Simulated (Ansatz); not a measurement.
Cost and result up the ladder for Ga6P6H18, a cluster cut from wurtzite GaP (hydrogen-capped) (30 atoms). Total charge 0; singlet. Geometry: PBE-D4/def2-SVP.

Cartesian coordinates in Å:
```
P -1.1624 0.6309 2.4921
Ga 1.1858 0.0467 2.3862
Ga -0.9264 -2.9080 0.8500
P 1.2517 -1.8561 1.0091
P 1.9017 1.8572 0.9451
Ga 2.6345 -1.4829 -0.9465
Ga -2.5297 0.6774 0.4934
P -1.9783 -1.3079 -0.6363
P -1.3091 2.4016 -0.6914
Ga 1.0161 2.0951 -1.2968
Ga -1.0970 -0.8511 -2.8478
P 1.1040 -0.0754 -2.1923
H -1.7820 -0.2723 3.4078
H -1.3324 1.8454 3.2317
H 1.8691 0.1251 3.8018
H -1.6237 -2.7538 2.2708
H -0.7745 -4.2832 0.0935
H 2.0205 -2.7348 1.8397
H 1.8111 3.1041 1.6434
H 3.3222 1.7712 0.8328
H 3.8484 -0.5624 -0.4904
H 2.8115 -2.8488 -1.7142
H -4.0061 1.1221 0.8088
H -3.2910 -1.8335 -0.8675
H -1.4834 3.6636 -0.0376
H -2.0266 2.6765 -1.8944
H 1.6006 3.3641 -2.0214
H -0.9465 -2.2132 -3.6279
H -1.8860 0.4084 -3.4136
H 1.7776 0.1940 -3.4279
```

Ansatz on 2 threads of AMD EPYC 7R13 on a shared host and a share (18 GiB) of an NVIDIA H100 80GB HBM3. Times are rough, and most runs start from the orbitals of an earlier one. PBE0-D4/def2-TZVP serves as the yardstick here, not as an exact answer. Differences are given only for rows in sets of like size (and for xTB, whose basis is part of the method), since another set adds its own error. Binding counts from free atoms at the same level (P quartet, Ga doublet, H doublet; other spins of the atoms weren't run), without zero-point energy or a counterpoise term.

Single mean-field runs in def2-TZVP are fitted with def2-universal-jkfit.

```csv
level,functions,wall time,binding energy per atom (eV),difference from PBE0-D4/def2-TZVP (eV)
PBE-D4/def2-SVP,390,6 s,2.72,–
PBE0-D4/def2-SVP,390,6.5 s,2.72,–
PBE0-D4/def2-TZVP,618,7 s,2.72,0.00
PBE-D4/def2-TZVP (with forces),618,8.5 s,2.72,0.00
r2SCAN-D4/def2-TZVP (with forces),618,9 s,2.74,0.02
```
